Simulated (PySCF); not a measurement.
**Mo (molybdenum, neutral) across methods**

[Kr] 4d6, high-spin 5D determinant (an excited configuration). Computed with PySCF 2.14 in aug-cc-pVTZ-PP with ECP28MDF, with scalar relativity through the core potential.

```tsv
method	E (hartree)	mean ε 4p β (eV)	mean ε 4d α (eV)	mean ε 4d β (eV)	Σ⟨r²⟩ (bohr²)	⟨S²⟩
PBE	-67.7817	-35.297	-3.208	-1.251	51.16	6.011
LDA	-67.6087	-35.463	-3.392	-1.347	51.23	6.011
BLYP	-67.7368	-35.310	-3.029	-1.347	51.73	6.014
TPSS	-67.7495	-35.331	-3.020	-1.189	50.75	6.010
r2SCAN	-67.7898	-35.827	-3.306	-1.135	50.73	6.029
BHandHLYP	-67.6692	-39.819	-5.294	-2.979	49.57	6.014
MN15	-67.6378	-37.975	-4.831	-2.936	49.42	6.018
```

Energies and moments cover only the electrons outside the core potential.
